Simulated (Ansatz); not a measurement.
Ansatz (a program for electronic structure) input file for CdI2, SMILES [I][Cd][I] (connectivity only; charge and spin as stated), charge +1, multiplicity 2, PBE/def2-SVPD. Geometry optimised at B3LYP-D3(BJ)/def2-SVP. The spin state was assumed, not searched. The isomer is the one that the SMILES or the coordinates give; other isomers of the formula were not compared. The def2 effective core potentials stand for the cores of Cd, I; spin–orbit coupling is left out.

Ansatz 0.2 input:
```yaml
crystal:
  periodic: [false, false, false]
  atoms:
    - {symbol: Cd, position_ang: [0.00000000, 0.00000000, 0.00000000]}
    - {symbol: I, position_ang: [0.00000000, 0.00000000, -2.64533129]}
    - {symbol: I, position_ang: [0.00000000, 0.00000000, 2.64533129]}
basis:
  gaussian:
    orbitals: def2-SVPD
hamiltonian:
  xc: {name: PBE}
total_charge: 1
magnetization: {spin_polarized: true, initial_magnetization: 1}
```

Program output:

```
WARN ansatz: RAYON_NUM_THREADS=1 ignored (pool sized by the plan → 1); use --threads N
Functional definition: PBE
integrals: 0.05 GiB planned
1074 factors; their error is unknown
mean field: 0.37 GiB planned
mean field evaluation 1: about -20756.4010 eV, gradient 2.1e1 eV
mean field evaluation 2: about -20749.0023 eV, gradient 4.1e1 eV
mean field evaluation 4: about -20759.0554 eV, gradient 2.9e0 eV
mean field evaluation 8: about -20759.0097 eV, gradient 3.2e0 eV
mean field evaluation 16: about -20759.1121 eV, gradient 1.3e-5 eV
mean field evaluation 32: about -20758.8802 eV, gradient 5.9e-1 eV
mean field -20759.11212335 eV, -762.8832995016 hartree, gradient 1.1e-5 eV, S^2 0.751683; 6 other end points of the search recorded, 0 dependent functions left out
reference -20759.11220477 eV, -762.8833024938 hartree; 35, 34 occupied and 69, 70 virtual orbitals, 1074 factors
Total energy: -20759.11220477 eV, -762.8833024938 hartree
```

The calculation finished and met its thresholds.

Cost: roughly 11 core-seconds.
